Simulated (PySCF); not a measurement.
silole (C₄H₆Si), SMILES C1=C[SiH2]C=C1. Atoms are numbered in the order given.

```xyz
11

C      0.0000    -0.7406    -1.2943
C      0.0000    -1.3581    -0.0870
Si     0.0000     0.0000     1.2060
C      0.0000     1.3581    -0.0870
C      0.0000     0.7406    -1.2943
H      0.0000    -1.2809    -2.2497
H      0.0000    -2.4467     0.0109
H     -1.2102     0.0000     2.0848
H      1.2102     0.0000     2.0848
H      0.0000     2.4467     0.0109
H      0.0000     1.2809    -2.2497
```

The structure is a stationary point at r2SCAN-D4/def2-SVP.

Computed with PBE0/def2-TZVP in PySCF.

The molecule is in vacuum.

Task: Estimate the frontier levels, gap, dipole moment and polarisability. (Estimate from the structure and the level; the computed values follow.)

Result: 
* **highest occupied level**: -6.79 eV
* **lowest empty level**: -1.62 eV
* **orbital gap**: 5.17 eV
* **dipole moment**: 0.69 D
* **quadrupole, principal values (traceless, Buckingham form, about the centre of nuclear charge)**: -5.85, 2.43, 3.42 D·Å
* **mean static polarisability**: 68.9 bohr³ (10.20 Å³)
* **polarisability, principal values**: 48.5, 72.5, 85.6 bohr³
